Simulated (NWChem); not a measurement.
# silene (CH4Si); SMILES C=[SiH2]

Computed with NWChem. Structure relaxed at the PBE0/def2-SVP level. Ions are spin-unrestricted doublets at the neutral geometry; other ion states weren't tried.

**Question.** What does the run give for PBE0/def2-SVPD? Quantities: vertical ionisation energy, ΔSCF (eV); −ε(HOMO) (eV).

**Answer.** 
```yaml
vertical ionisation energy, ΔSCF (eV): 8.76
"−ε(HOMO) (eV)": 6.61
```
